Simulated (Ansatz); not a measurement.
Basis-set extrapolation for `CB1CB1CCl` (PBE0-D4/def2-TZVP geometry, frozen core, the Gaussian-basis code of Ansatz). Multiplicity 1, RHF reference.

|  | def2-TZVPP | def2-QZVPP |
| --- | --- | --- |
| HF | -626.545830 | -626.566245 |
| MP2 correlation | -0.904269 | -0.968434 |
| CCSD(T) correlation | -1.004232 | not run |

Energies in hartree. Use E(X) = E(∞) + A·exp(−7.88·√X) for Hartree–Fock and E(X) = E(∞) + B·X^(−2.97) for correlation, with X = 3 and 4, and add CCSD(T) minus MP2 of the smaller set to the MP2 limit.

Question: What is the CCSD(T) energy at the basis-set limit?

Answer: HF limit: -626.566245 + (-0.020415) × 0.13774 = -626.56906. MP2 limit: -0.968434 + (-0.064165) × 0.74074 = -1.01596. Higher-order term: -1.004232 − (-0.904269) = -0.09996. Total: -627.68498 hartree, 354.2 kJ/mol below CCSD(T)/def2-TZVPP.
